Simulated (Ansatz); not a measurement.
Input file:

```yaml
crystal:
  periodic: [false, false, false]
  atoms:
    - { symbol: Si, position_ang: [0.0, 0.0, 0.0] }
    - { symbol: "N", position_ang: [0.0, 0.0, 1.82] }
    - { symbol: H, position_ang: [-0.877, -0.2713, 2.35] }
    - { symbol: H, position_ang: [0.877, 0.2713, 2.35] }
    - { symbol: C, position_ang: [1.7634, 0.0, -0.6227] }
    - { symbol: H, position_ang: [2.1111, -1.0463, -0.7509] }
    - { symbol: H, position_ang: [1.8119, 0.5276, -1.5981] }
    - { symbol: H, position_ang: [2.4154, 0.5187, 0.1108] }
    - { symbol: C, position_ang: [-0.8808, 1.5259, -0.6227] }
    - { symbol: H, position_ang: [-1.9334, 1.2723, -0.8671] }
    - { symbol: H, position_ang: [-0.8624, 2.3106, 0.1622] }
    - { symbol: H, position_ang: [-0.3704, 1.9025, -1.5336] }
    - { symbol: C, position_ang: [-0.8808, -1.5259, -0.6227] }
    - { symbol: H, position_ang: [-1.3804, -2.0377, 0.2261] }
    - { symbol: H, position_ang: [-1.6409, -1.2332, -1.3768] }
    - { symbol: H, position_ang: [-0.1449, -2.2146, -1.0879] }
basis:
  gaussian: { orbitals: "6-31G" }
hamiltonian:
  xc: pbe
  dispersion: d4
relax:
  f_tol: 0.02
  max_steps: 40
```

Run as:

```bash
$ ansatz run input.yaml --threads 2 --pin off --max-ram 3072MiB --backend cpu --events-out ev --progress --plain --runs-dir out
```

Hardware: 2 threads of Intel(R) Xeon(R) Processor @ 2.50GHz (Skylake/Cascade Lake), on a shared host.

Q: Roughly how long does this run take, and how much memory?

A: 60 s, with a peak of 0.17 GiB, for 11 ionic steps.
